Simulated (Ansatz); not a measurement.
ISn (SMILES [Sn][I]), doublet, at a GFN2-xTB geometry (such geometries of metal compounds can be far from the true shape) (the spin is typed, not shown lowest) (core potentials on I, Sn); CAM-B3LYP/def2-SV(P) (Ansatz, an electronic-structure program).

Input for Ansatz:
Ansatz 0.2 input:
```yaml
crystal:
  periodic: [false, false, false]
  atoms:
    - {symbol: Sn, position_ang: [-0.00000000, -0.00000000, -1.39442545]}
    - {symbol: I, position_ang: [0.00000000, 0.00000000, 1.31549570]}
basis:
  gaussian:
    orbitals: def2-SV_P_.json
hamiltonian:
  xc: cam_b3lyp
magnetization: {spin_polarized: true, initial_magnetization: 1}
```
The basis file holds def2-SV(P) in the JSON format of the Basis Set Exchange.

What the program printed (banner, timings and long lists left out):

```
Functional definition: CAM-B3LYP
678 factors; integrals over basis functions are off by at most 1.4e-4 eV
160 factors; integrals over basis functions are off by at most 4.9e-6 eV
mean field evaluation 1: about -13932.1304 eV, gradient 6.8e0 eV
mean field evaluation 2: about -13932.1734 eV, gradient 7.5e0 eV
mean field evaluation 4: about -13932.5669 eV, gradient 4.0e-1 eV
mean field evaluation 8: about -13932.5846 eV, gradient 2.3e-2 eV
mean field evaluation 16: about -13932.5846 eV, gradient 3.9e-5 eV
mean field -13932.58458864 eV, -512.0130397876 hartree, gradient 8.4e-6 eV, S^2 0.753029; 0 other end points of the search recorded, 0 dependent functions left out
reference -13932.58467619 eV, -512.0130430050 hartree; 24, 23 occupied and 28, 29 virtual orbitals, 678 factors
Total energy: -13932.58467619 eV, -512.0130430050 hartree
```
